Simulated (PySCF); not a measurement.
Computed IR spectrum (relative IR intensity) of a molecule C2H9AlN2. Geometry optimised at PBE-D3(BJ)/def2-SVP. The values are those of a single conformer. Level of theory: PBE-D3(BJ)/def2-SVP run with PySCF. Frequencies are harmonic and unscaled.

Lines under 2 % of the strongest are left out, and lines within 2 cm⁻¹ are merged.

| ν (cm⁻¹) | relative intensity |
|---|---|
| 356 | 7.2 |
| 430 | 25 |
| 481 | 85 |
| 589 | 22 |
| 661 | 25 |
| 774 | 67 |
| 1039 | 8.3 |
| 1046 | 13 |
| 1136 | 52 |
| 1142 | 47 |
| 1335 | 11 |
| 1343 | 26 |
| 1402 | 30 |
| 1448 | 2.1 |
| 1902 | 65 |
| 2901 | 100 |
| 2904 | 25 |
| 2951 | 46 |
| 3025 | 23 |
| 3494 | 8.9 |

Which structure fits?
(A) C[N](C)[AlH][NH2]
(B) C[NH][AlH][NH]C
(C) C[CH2][Al]([NH2])[NH2]

B, C[NH][AlH][NH]C
